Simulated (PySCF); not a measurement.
Isomers of C7H10Cl2.

All values: PBE0/pcSseg-1 (PySCF) at GFN2-xTB geometries, gas phase, one conformer each.

Question: Rank by dipole moment, lowest first.
A. `[CH3:1][CH:2]1[CH2:3][C:4](=[CH:5][CH:6]([Cl:7])[Cl:8])[CH2:9]1` with C4–C5–C6–Cl7 -120°
B. `[CH2:1]=[CH:2][CH2:3]/[CH:4]=[C:5](\[CH3:6])[CH:7]([Cl:8])[Cl:9]` with C1–C2–C3–C4 -117°, C2–C3–C4–C5 -104°, C4–C5–C7–Cl8 -117°
C. `[Cl:1][CH:2]=[C:3]1[CH2:4][CH2:5][CH:6]([Cl:7])[CH2:8][CH2:9]1` with C2–C3–C4–C5 121°, C3–C4–C5–C6 54°, C4–C5–C6–Cl7 67°, C5–C6–C8–C9 55°
D. `[Cl:1][CH2:2][C:3]([Cl:4])=[C:5]1[CH2:6][CH2:7][CH2:8][CH2:9]1` with Cl1–C2–C3–Cl4 103°, C3–C5–C6–C7 166°, C5–C6–C7–C8 32°, C6–C7–C8–C9 -39°, C7–C8–C9–C5 30°

Answer: C (1.91 D), B (2.46 D), D (2.66 D), A (3.51 D).

Question: Rank by the lowest Hirshfeld charge on any atom, lowest value first.
A. `[CH3:1][CH:2]1[CH2:3][C:4](=[CH:5][CH:6]([Cl:7])[Cl:8])[CH2:9]1` with C4–C5–C6–Cl7 -120°
B. `[Cl:1][CH2:2][C:3]([Cl:4])=[C:5]1[CH2:6][CH2:7][CH2:8][CH2:9]1` with Cl1–C2–C3–Cl4 103°, C3–C5–C6–C7 166°, C5–C6–C7–C8 32°, C6–C7–C8–C9 -39°, C7–C8–C9–C5 30°
C. `[CH2:1]=[CH:2][CH2:3]/[CH:4]=[C:5](\[CH3:6])[CH:7]([Cl:8])[Cl:9]` with C1–C2–C3–C4 -117°, C2–C3–C4–C5 -104°, C4–C5–C7–Cl8 -117°

Answer: C (-0.130 e), A (-0.117 e), B (-0.077 e).

All values together:

```tsv
SMILES	μ (D)	HOMO (eV)	LUMO (eV)	lowest IAO charge (e)	highest IAO charge (e)	lowest Hirshfeld charge (e)	highest Hirshfeld charge (e)
ClC=C1CCC(Cl)CC1	1.91	-7.01	0.02	-0.272 (C)	+0.163 (H)	-0.079 (C)	+0.049 (H)
C=CC/C=C(\C)C(Cl)Cl	2.46	-7.47	-0.69	-0.435 (C)	+0.182 (H)	-0.130 (C)	+0.052 (H)
CC1CC(=CC(Cl)Cl)C1	3.51	-7.41	-0.62	-0.419 (C)	+0.180 (H)	-0.117 (C)	+0.051 (H)
ClCC(Cl)=C1CCCC1	2.66	-6.93	-0.66	-0.276 (C)	+0.181 (H)	-0.077 (Cl)	+0.054 (H)
```

Conformers: `[Cl:1][CH:2]=[C:3]1[CH2:4][CH2:5][CH:6]([Cl:7])[CH2:8][CH2:9]1` with C2–C3–C4–C5 121°, C3–C4–C5–C6 54°, C4–C5–C6–Cl7 67°, C5–C6–C8–C9 55°; `[CH2:1]=[CH:2][CH2:3]/[CH:4]=[C:5](\[CH3:6])[CH:7]([Cl:8])[Cl:9]` with C1–C2–C3–C4 -117°, C2–C3–C4–C5 -104°, C4–C5–C7–Cl8 -117°; `[CH3:1][CH:2]1[CH2:3][C:4](=[CH:5][CH:6]([Cl:7])[Cl:8])[CH2:9]1` with C4–C5–C6–Cl7 -120°; `[Cl:1][CH2:2][C:3]([Cl:4])=[C:5]1[CH2:6][CH2:7][CH2:8][CH2:9]1` with Cl1–C2–C3–Cl4 103°, C3–C5–C6–C7 166°, C5–C6–C7–C8 32°, C6–C7–C8–C9 -39°, C7–C8–C9–C5 30°.
